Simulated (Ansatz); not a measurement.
A made-up structure of ZnBSiH$_{3}$, closed shell:

B1  (-0.613, -0.798, -0.062)
Si2  (0.705, 0.394, 0.390)
Zn3  (-1.495, 0.346, -1.551)
H4  (-1.183, -1.832, 0.056)
H5  (-0.589, -0.767, -2.080)
H6  (1.733, 0.177, 1.442)
(Å)

It is relaxed with PBE-D4/def2-SVP and then PBE0-D4/def2-TZVP (Ansatz 0.2.0). Atoms count as bonded within 1.22 times the sum of their covalent radii (H–H: 0.88 Å). The end point is not checked to be a true minimum.

Q: Does its bonding change? (A judgement: the text doesn't fix the answer.)

A: The calculation gives: Yes. Formed: B1–H5, Si2–Zn3; broken: B1–Zn3, Zn3–H5.

Where it ends: The first stage lowers the energy by 2.77 eV in 12 steps. It ends as ZnBSiH₃ ([BH2][SiH][Zn]):
```json
{"atom": "B1", "x (Å)": "-0.4493", "y (Å)": "-1.2780", "z (Å)": "-0.5808"}
{"atom": "Si2", "x (Å)": "0.8162", "y (Å)": "0.1645", "z (Å)": "-0.1191"}
{"atom": "Zn3", "x (Å)": "-0.7602", "y (Å)": "1.7921", "z (Å)": "-0.9129"}
{"atom": "H4", "x (Å)": "-0.3598", "y (Å)": "-2.2835", "z (Å)": "0.0748"}
{"atom": "H5", "x (Å)": "-1.1141", "y (Å)": "-1.3552", "z (Å)": "-1.5752"}
{"atom": "H6", "x (Å)": "0.4255", "y (Å)": "0.4818", "z (Å)": "1.3090"}
```

Labels in which every atom is bracketed show which atoms are joined, not bond orders.

For scale, one of the runs: PBE0-D4/def2-TZVP relaxation, 134 basis functions, launched by `ansatz run in.yaml --threads 2 --pin off --events-out ev --progress --plain --max-ram 4352MiB`. Hardware: 2 CPU threads of an Arm Neoverse V1, shared host. Wall time about 48 s.
